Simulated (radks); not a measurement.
Values are calculated unless marked as measured or tabulated.
Valence configurations of Gd (all share [Xe]). Code: a radial shooting solver on a logarithmic mesh with Libxc functionals. Model: Dirac Kohn-Sham, LDA (Slater exchange, Perdew-Wang correlation), spin-unpolarised, spherical densities, point nucleus; open shells fill j = l - 1/2 first. Energies are relative to 4f7 5d1 6s2; eigenvalues in eV.

[
 {"valence": "4f7 5d1 6s2", "E (eV)": "0.000", "e(4f5/2)": "-9.031", "e(4f7/2)": "-8.277", "e(5d3/2)": "-2.798", "e(6p1/2)": "-", "e(6s1/2)": "-4.242"},
 {"valence": "4f7 5d1 6p2", "E (eV)": "5.620", "e(4f5/2)": "-11.228", "e(4f7/2)": "-10.472", "e(5d3/2)": "-4.537", "e(6p1/2)": "-2.525", "e(6s1/2)": "-"},
 {"valence": "4f7 5d0.5 6s2 6p0.5", "E (eV)": "0.763", "e(4f5/2)": "-10.558", "e(4f7/2)": "-9.802", "e(5d3/2)": "-3.822", "e(6p1/2)": "-1.991", "e(6s1/2)": "-4.863"},
 {"valence": "4f8 5d1 6s1", "E (eV)": "-0.895", "e(4f5/2)": "-2.325", "e(4f7/2)": "-1.631", "e(5d3/2)": "-1.168", "e(6p1/2)": "-", "e(6s1/2)": "-3.490"},
 {"valence": "4f6.5 5d1.5 6s2", "E (eV)": "3.383", "e(4f5/2)": "-12.197", "e(4f7/2)": "-11.414", "e(5d3/2)": "-3.327", "e(6p1/2)": "-", "e(6s1/2)": "-4.397"},
 {"valence": "4f7 5d2 6s1", "E (eV)": "1.659", "e(4f5/2)": "-7.535", "e(4f7/2)": "-6.782", "e(5d3/2)": "-1.943", "e(6p1/2)": "-", "e(6s1/2)": "-3.788"},
 {"valence": "4f7 5d1.5 6s1.5", "E (eV)": "0.779", "e(4f5/2)": "-8.219", "e(4f7/2)": "-7.465", "e(5d3/2)": "-2.328", "e(6p1/2)": "-", "e(6s1/2)": "-3.994"},
 {"valence": "4f6 5d1 6s2 6p1", "E (eV)": "11.017", "e(4f5/2)": "-18.907", "e(4f7/2)": "-", "e(5d3/2)": "-6.146", "e(6p1/2)": "-2.512", "e(6s1/2)": "-5.811"},
 {"valence": "4f7 5d1 6s1 6p1", "E (eV)": "2.742", "e(4f5/2)": "-10.173", "e(4f7/2)": "-9.418", "e(5d3/2)": "-3.710", "e(6p1/2)": "-2.091", "e(6s1/2)": "-4.901"}
]

NIST lists [Xe] 4f7 5d1 6s2 as the ground configuration; this level of theory puts 4f8 5d1 6s1 lower, by 0.895 eV. The energies are those of spherical spin-averaged densities, not of single terms. No valid solution was reached for [Xe] 4f9 5d1.
